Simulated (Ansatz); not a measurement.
Computed with Ansatz.

Basis-set series for `[BH2][GaH][Se]C`. Total charge 0; spin multiplicity 1. Geometry: relaxed with PBE0-D4/def2-TZVP. It is one conformer, not always the lowest.

```xyz
10

B    -0.179   -2.831    0.568
Ga    0.171   -0.945   -0.210
Se   -0.614    0.896    0.965
C    -0.010    2.356   -0.197
H     0.592   -3.354    1.319
H    -1.166   -3.451    0.295
H     0.920   -0.541   -1.532
H     0.666    2.991    0.371
H     0.501    1.952   -1.068
H    -0.881    2.928   -0.510
```

```json
{"functional": "PBE0-D4", "basis": "def2-TZVPP", "functions": "242", "energy (Eh)": "-4392.36345", "HOMO (eV)": "-6.70", "LUMO (eV)": "-2.45"}
{"functional": "PBE0-D4", "basis": "def2-QZVPP", "functions": "472", "energy (Eh)": "-4392.46128", "HOMO (eV)": "-6.71", "LUMO (eV)": "-2.45"}
{"functional": "ωB97M-V", "basis": "def2-TZVPP", "functions": "242", "energy (Eh)": "-4392.69460", "HOMO (eV)": "-8.80", "LUMO (eV)": "-0.54"}
{"functional": "ωB97M-V", "basis": "def2-QZVPP", "functions": "472", "energy (Eh)": "-4392.78973", "HOMO (eV)": "-8.80", "LUMO (eV)": "-0.59"}
```

Give the rows for def2-SVP. (An estimate is asked.)

The calculation gave: 
```tsv
functional	basis	functions	energy (Eh)	HOMO (eV)	LUMO (eV)
PBE0-D4	def2-SVP	122	-4391.74815	-6.63	-2.39
ωB97M-V	def2-SVP	122	-4392.07537	-8.70	-0.39
```

Scalar relativity is left out up to krypton.
